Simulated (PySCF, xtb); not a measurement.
Mg(Me)2 cation (C2H6Mg), SMILES [CH3][Mg][CH3] (connectivity only; charge and spin as stated), charge +1, multiplicity 2.

Harmonic wavenumbers (cm⁻¹) from GFN2-xTB run with xtb 6.7.1 at its own minimum, in rising order: 24, 35, 36, 292, 380, 516, 516, 532, 533, 1009, 1092, 1345, 1345, 1348, 1348, 2944, 2964, 2982, 2982, 2983, 2984.

What does B3LYP-D3(BJ)/def2-TZVP (PySCF) give at its own minimum? (An estimate is asked for; the answer gives what the named calculation found.)

26, 63, 63, 337, 419, 529, 529, 548, 548, 935, 1080, 1404, 1404, 1405, 1405, 3050, 3051, 3191, 3191, 3192, 3192. Paired by order, the mean absolute difference is 73 cm⁻¹ and the zero-point energies are 40.3 and 42.3 kcal/mol.
